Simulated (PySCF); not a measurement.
**Worked example: oscillator strength and radiative lifetime**

BH5O3Si, SMILES OB(O)O[SiH3].

The structure is a stationary point at PBE0-D3(BJ)/def2-SVP. The values are those of a single conformer.

TDDFT-B3LYP/def2-SVPD (PySCF 2.14.0) puts the first singlet state with f over 0.02 at 8.45 eV (vertical), with the transition dipole (0.000, 0.000, 0.551) in atomic units.

**Question.** Find the oscillator strength, the wavelength and the radiative lifetime that this transition would have in vacuum if emission retraced absorption.

**Answer.** 
|μ|² = 0.3036 au, so |μ| = 1.40 D. ΔE = 8.45/27.211 = 0.3105 hartree. f = (2/3) ΔE |μ|² = 0.063 (the program prints 0.063).
λ = 1239.84/8.45 = 147 nm; ν = 68154 cm⁻¹.
Einstein's coefficient A = 0.6670 ν² f s⁻¹ (ν in cm⁻¹) = 1.9e8 s⁻¹, so τ = 1/A = 5.1 ns. This state is S8; the lower singlets have f = 0.005, 0.005, 0.000, 0.003, 0.012, 0.005, 0.008. The figure is the radiative limit of this one transition; relaxation, internal conversion, crossing to triplets and a medium change what is measured.
